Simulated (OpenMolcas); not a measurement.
## Ni2+: input and output

Input:

```
&GATEWAY
Coord
1

Ni 0.0 0.0 0.0
Basis=ANO-RCC-VTZP
Group=XYZ
NoMove
AngMom=0.0 0.0 0.0
AMFI
&SEWARD
* reference wave functions (RASSCF and RASSI steps not shown): 8 electrons in 6 orbitals (3d 4s)
>>> COPY JOB001 $Project.JobIph
&CASPT2
Multistate=55 1 2 3 4 5 6 7 8 9 10 11 12 13 14 15 16 17 18 19 20 21 22
23 24 25 26 27 28 29 30 31 32 33 34 35 36 37 38 39 40 41 42 43 44 45 46
47 48 49 50 51 52 53 54 55
Frozen=2 3
IPEA=0.25
Imaginary=0.1
MaxIter=60
WThr=0.0 0.3 0.05
PrWF=0.5
NoMix
>>> COPY JOB002 $Project.JobIph
&CASPT2
Multistate=10 1 2 3 4 5 6 7 8 9 10
Frozen=2 3
IPEA=0.25
Imaginary=0.1
MaxIter=60
WThr=0.0 0.3 0.05
PrWF=0.5
NoMix
>>> COPY JOB003 $Project.JobIph
&CASPT2
Multistate=50 1 2 3 4 5 6 7 8 9 10 11 12 13 14 15 16 17 18 19 20 21 22
23 24 25 26 27 28 29 30 31 32 33 34 35 36 37 38 39 40 41 42 43 44 45 46
47 48 49 50
Frozen=2 3
IPEA=0.25
Imaginary=0.1
MaxIter=60
WThr=0.0 0.3 0.05
PrWF=0.5
NoMix
```

Output, cut to the results:

```
--- CASPT2 ---
Orbital specifications:
      -----------------------

      Symmetry species                           1   2
                                                ag  au
      Frozen orbitals                            2   3
      Inactive orbitals                          1   3
      Active orbitals                            6   0
      Secondary orbitals                        21  23
      Deleted orbitals                           0   0
      Number of basis functions                 30  29
Type of calculation                        MS-CASPT2
      Fock operator                              state-specific
      IPEA shift                                 0.25
      Real shift                                 0.00
      Imaginary shift                            0.10
      The input orbitals will be transformed to quasi-canonical
Reference energy:       -1518.1464599535
      E2 (Non-variational):      -0.6752754066
      Shift correction:          -0.0003296813
      E2 (Variational):          -0.6756050880
      Total energy:           -1518.8220650414
      Residual norm:              0.0000001845
      Reference weight:           0.91793
      Contributions to the CASPT2 correlation energy
      Active & Virtual Only:         -0.3157241227
      One Inactive Excited:          -0.2768445823
      Two Inactive Excited:          -0.0827067015
Reference energy:       -1518.1464599535
      E2 (Non-variational):      -0.6756676532
      Shift correction:          -0.0003295361
      E2 (Variational):          -0.6759971893
      Total energy:           -1518.8224571427
      Residual norm:              0.0000002416
      Reference weight:           0.91787
      Contributions to the CASPT2 correlation energy
      Active & Virtual Only:         -0.3160156780
      One Inactive Excited:          -0.2769111618
      Two Inactive Excited:          -0.0827408135
::    CASPT2 Root  1     Total energy:  -1518.82206504
::    CASPT2 Root  2     Total energy:  -1518.82245714
::    CASPT2 Root  3     Total energy:  -1518.82201439
::    CASPT2 Root  4     Total energy:  -1518.82164029
::    CASPT2 Root  5     Total energy:  -1518.81909712
::    CASPT2 Root  6     Total energy:  -1518.82007289
::    CASPT2 Root  7     Total energy:  -1518.81964823
::    CASPT2 Root  8     Total energy:  -1518.74958220
::    CASPT2 Root  9     Total energy:  -1518.74958221
::    CASPT2 Root 10     Total energy:  -1518.74958230
::    CASPT2 Root 11     Total energy:  -1518.54711653
::    CASPT2 Root 12     Total energy:  -1518.54770073
::    CASPT2 Root 13     Total energy:  -1518.54765258
::    CASPT2 Root 14     Total energy:  -1518.54648858
::    CASPT2 Root 15     Total energy:  -1518.54867906
::    CASPT2 Root 16     Total energy:  -1518.54814095
::    CASPT2 Root 17     Total energy:  -1518.54913446
::    CASPT2 Root 18     Total energy:  -1518.48184150
::    CASPT2 Root 19     Total energy:  -1518.48177180
::    CASPT2 Root 20     Total energy:  -1518.48176789
::    CASPT2 Root 21     Total energy:  -1518.48186862
::    CASPT2 Root 22     Total energy:  -1518.48172071
::    CASPT2 Root 23     Total energy:  -1518.48179195
::    CASPT2 Root 24     Total energy:  -1518.48183570
::    CASPT2 Root 25     Total energy:  -1518.48176844
::    CASPT2 Root 26     Total energy:  -1518.48178588
::    CASPT2 Root 27     Total energy:  -1518.46799285
::    CASPT2 Root 28     Total energy:  -1518.46799287
::    CASPT2 Root 29     Total energy:  -1518.46799286
::    CASPT2 Root 30     Total energy:  -1518.45013440
--- CASPT2 ---
Orbital specifications:
      -----------------------

      Symmetry species                           1   2
                                                ag  au
      Frozen orbitals                            2   3
      Inactive orbitals                          1   3
      Active orbitals                            6   0
      Secondary orbitals                        21  23
      Deleted orbitals                           0   0
      Number of basis functions                 30  29
Type of calculation                        MS-CASPT2
      Fock operator                              state-specific
      IPEA shift                                 0.25
      Real shift                                 0.00
      Imaginary shift                            0.10
      The input orbitals will be transformed to quasi-canonical
Reference energy:       -1518.0039214690
      E2 (Non-variational):      -0.5724741272
      Shift correction:          -0.0001128718
      E2 (Variational):          -0.5725869989
      Total energy:           -1518.5765084679
      Residual norm:              0.0000001882
      Reference weight:           0.94086
      Contributions to the CASPT2 correlation energy
      Active & Virtual Only:         -0.2180823839
      One Inactive Excited:          -0.2639461065
      Two Inactive Excited:          -0.0904456368
Reference energy:       -1518.0039214690
      E2 (Non-variational):      -0.5723806976
      Shift correction:          -0.0001127797
      E2 (Variational):          -0.5724934774
      Total energy:           -1518.5764149463
      Residual norm:              0.0000001994
      Reference weight:           0.94088
      Contributions to the CASPT2 correlation energy
      Active & Virtual Only:         -0.2180332575
      One Inactive Excited:          -0.2638985568
      Two Inactive Excited:          -0.0904488833
::    CASPT2 Root  1     Total energy:  -1518.57650847
::    CASPT2 Root  2     Total energy:  -1518.57641495
::    CASPT2 Root  3     Total energy:  -1518.57485098
::    CASPT2 Root  4     Total energy:  -1518.57449557
::    CASPT2 Root  5     Total energy:  -1518.57492136
::    CASPT2 Root  6     Total energy:  -1518.57759696
::    CASPT2 Root  7     Total energy:  -1518.57423159
::    CASPT2 Root  8     Total energy:  -1518.49801238
::    CASPT2 Root  9     Total energy:  -1518.49801236
...
```

Levels above the lowest, from the spin-orbit matrix with the single-state CASPT2 energies, averaged by term, on its diagonal:

```tsv
Configuration	Term	J	E (cm⁻¹)	Measured (cm⁻¹)	g	Term weight %	Second
3d⁸	³F	4	0.0	0.0	1.250	100	
3d⁸	³F	3	1447	1361	1.084	100	
3d⁸	³F	2	2400	2270	0.669	99	
3d⁸	¹D	2	13270	14032	1.045	89	10 ³P
3d⁸	³P	2	16750	16662	1.452	90	10 ¹D
3d⁸	³P	1	17120	16978	1.501	100	
3d⁸	³P	0	17390	17231		100	
3d⁸	¹G	4	22980	23109	1.000	100	
3d⁸	¹S	0	51920	52532		100	
3d⁷ 4s	⁵F	5	53830	53704	1.400	100	
3d⁷ 4s	⁵F	4	54720	54658	1.350	99	
3d⁷ 4s	⁵F	3	55430	55406	1.250	99	
3d⁷ 4s	⁵F	2	55960	55952	1.000	100	
3d⁷ 4s	⁵F	1	56300	56308	-0.001	100	
3d⁷ 4s	³F(1)	4	60120		1.250	99	
3d⁷ 4s	³F(1)	3	61330		1.084	99	
3d⁷ 4s	³F(1)	2	62170		0.668	100	
3d⁷ 4s	⁵P	3	71600	71067	1.667	100	
3d⁷ 4s	⁵P	2	71890	71384	1.823	96	4 ³P(2)
3d⁷ 4s	⁵P	1	72360	71842	2.480	98	2 ³P(2)
3d⁷ 4s	³G	5	75020	75124	1.198	98	
3d⁷ 4s	³G	4	75510	75647	1.046	96	3 ¹G
3d⁷ 4s	³G	3	76070	76237	0.750	100	
3d⁷ 4s	³P(1)	2	77890		1.495	65	31 ³P(2)
```

Against the 19 measured excited levels shown (Corliss and Sugar, J. Phys. Chem. Ref. Data 10, 197 (1981)) the mean absolute deviation is 230 cm-1; the largest miss in energy is 3d⁸ ¹D₂: computed 13270, measured 14032 cm⁻¹ (-5.4 %).

CASPT2 does not keep the components of a term degenerate, so their means are used; among the terms shown or strongly mixed into the levels shown the widest spread is 740 cm-1 (3d⁷ 4s ⁵F). Some levels mix across a computed gap that differs much from the measured one, so their mixing is not that of the real levels. Terms from blocks run as CI alone lack orbitals of their own. A single d shell beside an s shell can misplace configurations of different d count against each other. Measured partners are found by configuration, term and J. A level has none where our copy of the source lacks it or the pairing is in doubt (some pairs that miss far off the trend of their configuration count as doubtful), and it then counts in no deviation. Levels of configurations outside the active space are missing. The first state left out of the spin-orbit step lies near 110000 cm-1 above the lowest spin-free state of the reference (among the parities and spins computed), and the list stops at four fifths of that energy or lower. The table shows the lowest 24 of 39 levels.

The term weight is that of the spin-free term in the level, not the purity of its configuration. A number in round brackets counts repeated terms of one configuration in the order of the reference energies.
